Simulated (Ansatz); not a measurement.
One change: `CB1O[SiH2]1` becomes `CB1[SiH2]S1`.

Ansatz, PBE0-D4/def2-TZVP geometries, multiplicity 1. 

| property | `CB1O[SiH2]1` |
| --- | --- |
| HOMO energy (ωB97M-V/def2-TZVPP) / eV | -8.92 |
| LUMO energy (PBE/def2-TZVPP) / eV | -1.46 |
| HOMO–LUMO gap (ωB97M-V/def2-TZVPP) / eV | 10.07 |
| ideal-gas entropy at 298 K and 1 bar (rigid rotor, harmonic PBE0-D4/def2-TZVP) / J/(mol·K) | 308 |
| HOMO–LUMO gap (B3LYP/def2-TZVPP) / eV | 5.81 |
| HOMO–LUMO gap (PBE/def2-TZVPP) / eV | 4.22 |

(1) What does the change do to each property? (Best estimate.)

## Answers

(1) Computed: 
```json
{"property": "HOMO energy (ωB97M-V/def2-TZVPP) / eV", "`CB1[SiH2]S1`": "-9.01", "shift": "-0.09"}
{"property": "LUMO energy (PBE/def2-TZVPP) / eV", "`CB1[SiH2]S1`": "-2.26", "shift": "-0.80"}
{"property": "HOMO–LUMO gap (ωB97M-V/def2-TZVPP) / eV", "`CB1[SiH2]S1`": "9.71", "shift": "-0.36"}
{"property": "ideal-gas entropy at 298 K and 1 bar (rigid rotor, harmonic PBE0-D4/def2-TZVP) / J/(mol·K)", "`CB1[SiH2]S1`": "321", "shift": "13"}
{"property": "HOMO–LUMO gap (B3LYP/def2-TZVPP) / eV", "`CB1[SiH2]S1`": "5.31", "shift": "-0.50"}
{"property": "HOMO–LUMO gap (PBE/def2-TZVPP) / eV", "`CB1[SiH2]S1`": "3.67", "shift": "-0.55"}
```

With PBE0 the HOMO falls by 0.19 eV and the LUMO falls by 0.75 eV, so the gap narrows by about 0.56 eV. PBE moves the HOMO by -0.25 eV and ωB97M-V by -0.09 eV.

B3LYP here is the variant with VWN-RPA as its local correlation; programs differ in this.
